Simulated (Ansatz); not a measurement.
**A barrier at the coupled-cluster level**

Start structure (SiH3Cl3, singlet), relaxed at PBE0-D4/def2-TZVP:

```
7
angstrom
Si -0.4103 0.2702 -1.0636
Cl 1.6043 0.5161 -1.0232
Cl -0.8664 -1.6682 -0.6715
Cl -1.2702 1.4666 0.3330
H -0.9185 0.6318 -2.3939
H 1.2499 -0.7321 2.2616
H 0.6112 -0.4844 2.5575
```

The step: SiHCl₃ ([Cl][SiH]([Cl])[Cl]) + H₂ → SiH₂Cl₂ ([Cl][SiH2][Cl]) + HCl; bonds formed: Si1–H7, Cl2–H6; bonds broken: Si1–Cl2, H6–H7. Computed with Ansatz 0.2.0 (basis: def2-TZVPP and def2-QZVPP); correlated methods freeze the cores. Extrapolation: Hartree–Fock as exp(−7.88 √X), correlation as X^−2.97. Energies below are by CCSD(T) at an estimated basis limit (MP2 extrapolated from triple and quadruple zeta, plus CCSD(T) − MP2 in triple zeta).

Problem. What are the electronic barrier and the energy of the step, from the start structure to the end structure? (Judge from chemistry; the value comes from the calculation.)

Solution. By the calculation: Barrier 240.2 kJ/mol; step energy 69.6 kJ/mol (uphill); reverse barrier, their difference, 170.5 kJ/mol. Barrier and step energy count from the start structure, the reverse barrier from the end structure.

The saddle point: One imaginary mode of 829i cm⁻¹.
| pair | start (Å) | saddle (Å) | end (Å) |
| --- | --- | --- | --- |
| Si1–H7 | 3.84 | 1.67 | 1.47 |
| Cl2–H6 | 3.53 | 1.67 | 1.28 |
| Si1–Cl2 | 2.03 | 2.44 | 3.73 |
| H6–H7 | 0.75 | 0.93 | 3.31 |

Zero-point energy (harmonic, PBE0-D4): ZPE is 65.7 kJ/mol at the start and 73.2 kJ/mol at the saddle, so the barrier goes from 240.2 to 247.7 kJ/mol.

No T1 diagnostic of these runs exceeds 0.011.

Labels in which every atom is bracketed show which atoms are joined, not bond orders.

For scale, one of the runs: CCSD(T)/def2-TZVPP, 210 basis functions, launched by `ansatz run in.yaml --threads 4 --pin off --events-out ev --progress --plain --max-ram 9574MiB`. Hardware: 4 CPU threads of an Arm Neoverse V2, shared host. Wall time 47 s; peak host memory 2.5 GiB.
